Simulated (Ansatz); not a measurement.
Basis-set extrapolation for C2H7FOSi (`C[SiH2]OCF`) (PBE0-D4/def2-TZVP geometry, frozen core, Ansatz 0.2.0). Multiplicity 1, RHF reference.

```tsv
	def2-TZVPP	def2-QZVPP
HF	-543.216225	-543.237340
MP2 correlation	-0.956311	-1.031561
CCSD(T) correlation	-1.032407	not run
```

Energies in hartree. Use E(X) = E(∞) + A·exp(−7.88·√X) for Hartree–Fock and E(X) = E(∞) + B·X^(−2.97) for correlation, with X = 3 and 4, and add CCSD(T) minus MP2 of the smaller set to the MP2 limit.

What is the CCSD(T) energy at the basis-set limit?

HF limit: -543.237340 + (-0.021115) × 0.13774 = -543.24025. MP2 limit: -1.031561 + (-0.075250) × 0.74074 = -1.08730. Higher-order term: -1.032407 − (-0.956311) = -0.07610. Total: -544.40365 hartree, 97.3 kcal/mol below CCSD(T)/def2-TZVPP.
